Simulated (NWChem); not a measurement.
System meant: WH2S3O; SMILES [O]=[W](=[S])([SH])[SH]

Input file for NWChem:

```
start job
memory heap 200 mb stack 900 mb global 1100 mb
geometry units angstroms noautoz
  W     -0.063966     0.181759     0.000000
  O      0.064787     1.891909     0.000000
  S     -2.121391    -0.464129     0.000000
  S      0.998993    -0.545540    -1.965759
  H      0.332465    -1.736614    -2.019188
  S      0.998993    -0.545540     1.965759
  H      0.332465    -1.736614     2.019188
end
basis spherical
  * library def2-svp
end
ecp
  W library def2-ecp
end
dft
  xc b3lyp
  iterations 4
  mulliken
end
task dft energy
```

End of the output:

```
    Atom       Charge   Shell Charges
 -----------   ------   -------------------------------------------------------
    1 W   14    14.65   0.00  0.04  1.10  0.80  0.43  0.20  4.94  1.31  0.66  3.37  1.59  0.22
    2 O    8     8.16   1.98  0.99  0.70  2.67  1.81  0.02
    3 S   16    15.51   2.00  1.96  0.98  0.70  5.80  1.73  2.30  0.04
    4 S   16    15.89   2.00  1.95  0.98  0.63  5.81  1.95  2.51  0.05
    5 H    1     0.95   0.59  0.28  0.08
    6 S   16    15.89   2.00  1.95  0.98  0.63  5.81  1.95  2.51  0.05
    7 H    1     0.95   0.59  0.28  0.08

 center of mass
 --------------
 x =  -0.01210279 y =   0.06275063 z =   0.00000000

 moments of inertia (a.u.)
 ------------------
        1250.269032772642           0.000000000000           0.000000000000
           0.000000000000        1655.374139845314           0.000000000000
           0.000000000000           0.000000000000        1082.175363678734

     Multipole analysis of the density
     ---------------------------------

     L   x y z        total         alpha         beta         nuclear
     -   - - -        -----         -----         ----         -------
     0   0 0 0     -0.000000    -36.000000    -36.000000     72.000000

     1   1 0 0     -1.335449     -2.300241     -2.300241      3.265032
     1   0 1 0     -1.825600      9.239425      9.239425    -20.304450
     1   0 0 1     -0.000000     -0.000000     -0.000000     -0.000000

     2   2 0 0    -50.805632   -211.711349   -211.711349    372.617065
     2   1 1 0      1.530145      1.441743      1.441743     -1.353340
     2   1 0 1     -0.000000     -0.000000     -0.000000     -0.000000
     2   0 2 0    -50.956154   -111.237323   -111.237323    171.518492
     2   0 1 1     -0.000000     -0.000000     -0.000000      0.000000
     2   0 0 2    -52.291531   -261.494814   -261.494814    470.698097

 ------------------------------------------------------------------------
 dft energy failed                                                                                  0
 ------------------------------------------------------------------------
 ------------------------------------------------------------------------
  current input line :
    23: task dft energy
 ------------------------------------------------------------------------
 ------------------------------------------------------------------------
 This type of error is most commonly associated with calculations not reaching convergence criteria
 ------------------------------------------------------------------------
 For more information see the NWChem manual at https://nwchemgit.github.io

0:dft energy failed:Received an Error in Communication
```

### Question
What is wrong, and how is it mended?

### Answer
Convergence was not reached. Cause: the SCF was allowed too few iterations. This input runs:
```
start job
memory heap 200 mb stack 900 mb global 1100 mb
geometry units angstroms noautoz
  W     -0.063966     0.181759     0.000000
  O      0.064787     1.891909     0.000000
  S     -2.121391    -0.464129     0.000000
  S      0.998993    -0.545540    -1.965759
  H      0.332465    -1.736614    -2.019188
  S      0.998993    -0.545540     1.965759
  H      0.332465    -1.736614     2.019188
end
basis spherical
  * library def2-svp
end
ecp
  W library def2-ecp
end
dft
  xc b3lyp
  iterations 150
  mulliken
end
task dft energy
```
It converges to -1337.90567 Ha (B3LYP/def2-SVP with def2 effective core potentials on W).
